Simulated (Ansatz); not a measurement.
Cost and result for the atomization energy of Cl₂FH₃O₂Si₂, SMILES `O[Si@@H](Cl)O[Si@H](F)Cl` (10 atoms, 9 bonds).

```xyz
10

O     0.191    2.056   -0.621
Si   -0.838    0.823   -0.830
Cl   -0.495   -0.108   -2.621
O    -0.689   -0.315    0.333
Si    0.347   -1.260    1.124
F     0.220   -0.968    2.672
Cl    2.257   -0.811    0.563
H     1.134    1.902   -0.715
H    -2.200    1.361   -0.792
H     0.075   -2.680    0.887
```

The species carries charge 0 and has multiplicity 1. All single points use the PBE0-D4/def2-TZVP geometry. It is one conformer, not always the lowest. Program: Ansatz. All runs use 2 threads of an AMD EPYC 7R13 on a shared host and a share of an NVIDIA H100 80 GB. Times are those of one run each, without the atoms' runs, and a repeat can differ threefold. Electronic energies, without spin–orbit coupling; frozen cores. CCSD(T)/CBS adds CCSD(T) − MP2 in def2-TZVPP to the MP2 limit, and its time is that of the two runs behind it. T1 = 0.011. B3LYP takes the VWN-RPA correlation (the form of Gaussian; ORCA's B3LYP/G).

CCSD(T)/CBS is a level of theory with its own doubt, some kJ/mol a heavy atom from the limit and from the frozen cores, so smaller differences don't rank the functionals.

```
                             level  functions  wall time  atomization (kJ/mol)  difference from CCSD(T)/CBS  per bond
                 B2PLYP/def2-TZVPP        303      2.5 s                3885.0                        -90.3     -10.0
r2SCAN-D4/def2-TZVPP (with forces)        303      2.7 s                3962.8                        -12.5      -1.4
   PBE-D4/def2-TZVPP (with forces)        303        3 s                3967.7                         -7.6      -0.8
                PBE0-D4/def2-TZVPP        303        3 s                3894.8                        -80.5      -8.9
                ωB97X-V/def2-TZVPP        303      3.2 s                3963.3                        -12.0      -1.3
 B3LYP-D4/def2-TZVPP (with forces)        303      3.3 s                3900.6                        -74.7      -8.3
  ωB97M-V/def2-TZVPP (with forces)        303      3.7 s                3966.4                         -8.9      -1.0
                    MP2/def2-QZVPP        541      3.8 s                4071.5                         96.2      10.7
                CCSD(T)/def2-TZVPP        303      5.5 s                3836.7                       -138.6     -15.4
                 CCSD(T)/CBS(def2)          –      9.3 s                3975.3                          0.0       0.0
```

In def2-TZVPP, CCSD(T) changes the Hartree–Fock value by +934.1 kJ/mol (the triples alone add +65.1 kJ/mol) and MP2 by +1084.3 kJ/mol; breaking electron pairs costs correlation energy, which Hartree–Fock lacks. From PBE to PBE0 (25 % exact exchange), in def2-TZVPP and without D4, the atomization energy moves by −68.2 kJ/mol: exact exchange takes away binding that semilocal exchange gives to molecules. The D4 term adds +55.4 kJ/mol with B3LYP and +29.5 kJ/mol with PBE0; it sums over pairs of atoms, weighted by their polarisabilities, and B3LYP, whose exchange is more repulsive, gets the larger term.
